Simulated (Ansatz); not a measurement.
Ansatz (a program for electronic structure) input (CCSD(T)/aug-cc-pVDZ):

Ansatz 0.2 input:
```yaml
crystal:
  periodic: [false, false, false]
  atoms:
    - {symbol: C, position_ang: [-2.25196698, -0.25485248, -0.97931092]}
    - {symbol: C, position_ang: [-1.23479052, -0.23651024, 0.16138048]}
    - {symbol: C, position_ang: [-0.61099224, 1.14666950, 0.43988460]}
    - {symbol: C, position_ang: [0.73118032, 0.82821710, 1.11102011]}
    - {symbol: C, position_ang: [1.23584857, -0.44296398, 0.38617509]}
    - {symbol: C, position_ang: [2.17130576, -0.11898373, -0.79327994]}
    - {symbol: C, position_ang: [-0.03424483, -1.10014197, -0.05153402]}
    - {symbol: H, position_ang: [-2.64732928, -1.25989029, -1.13984146]}
    - {symbol: H, position_ang: [-1.78910299, 0.07725076, -1.91131509]}
    - {symbol: H, position_ang: [-3.09480543, 0.40568021, -0.76296522]}
    - {symbol: H, position_ang: [-1.75982284, -0.56405879, 1.07554673]}
    - {symbol: H, position_ang: [-1.25311833, 1.78602088, 1.04731594]}
    - {symbol: H, position_ang: [-0.44543279, 1.66077881, -0.51154329]}
    - {symbol: H, position_ang: [0.56888908, 0.60671369, 2.16887430]}
    - {symbol: H, position_ang: [1.44392298, 1.65258531, 1.05562905]}
    - {symbol: H, position_ang: [1.79734363, -1.08390073, 1.07697955]}
    - {symbol: H, position_ang: [3.09697674, 0.33959020, -0.43677319]}
    - {symbol: H, position_ang: [1.69375301, 0.57156191, -1.49130568]}
    - {symbol: H, position_ang: [2.43068614, -1.02390554, -1.34567375]}
    - {symbol: H, position_ang: [-0.08000019, -2.09703161, -0.47094048]}
basis:
  gaussian:
    orbitals: aug-cc-pVDZ
magnetization: {spin_polarized: true, initial_magnetization: 1}
correlation: {method: ccsd_t, electrons: outside_noble_gas}
output: {forces: true}
```

End of the output:

```
Atom 6 at    -0.034245    -1.100142    -0.051534 Å, force     0.005849    -0.115479    -0.151552 eV/Å
Atom 7 at    -2.647329    -1.259890    -1.139841 Å, force    -0.172930    -0.454032    -0.060108 eV/Å
Atom 8 at    -1.789103     0.077251    -1.911315 Å, force     0.231029     0.155251    -0.415161 eV/Å
Atom 9 at    -3.094805     0.405680    -0.762965 Å, force    -0.373162     0.296757     0.107282 eV/Å
Atom 10 at    -1.759823    -0.564059     1.075547 Å, force    -0.198615    -0.126275     0.365168 eV/Å
Atom 11 at    -1.253118     1.786021     1.047316 Å, force    -0.300508     0.283278     0.283133 eV/Å
Atom 12 at    -0.445433     1.660779    -0.511543 Å, force     0.085797     0.215864    -0.452127 eV/Å
Atom 13 at     0.568889     0.606714     2.168874 Å, force    -0.093802    -0.116934     0.474128 eV/Å
Atom 14 at     1.443923     1.652585     1.055629 Å, force     0.337045     0.380713    -0.040518 eV/Å
Atom 15 at     1.797344    -1.083901     1.076980 Å, force     0.230236    -0.268021     0.293324 eV/Å
Atom 16 at     3.096977     0.339590    -0.436773 Å, force     0.409557     0.205573     0.169325 eV/Å
Atom 17 at     1.693753     0.571562    -1.491306 Å, force    -0.241370     0.328151    -0.314111 eV/Å
Atom 18 at     2.430686    -1.023906    -1.345674 Å, force     0.110701    -0.417633    -0.243669 eV/Å
Atom 19 at    -0.080000    -2.097032    -0.470940 Å, force    -0.025852    -0.511855    -0.198616 eV/Å
Dipole moment:    -0.000838     0.012235     0.039736 e Å
```

It need not be the lowest isomer of its formula.
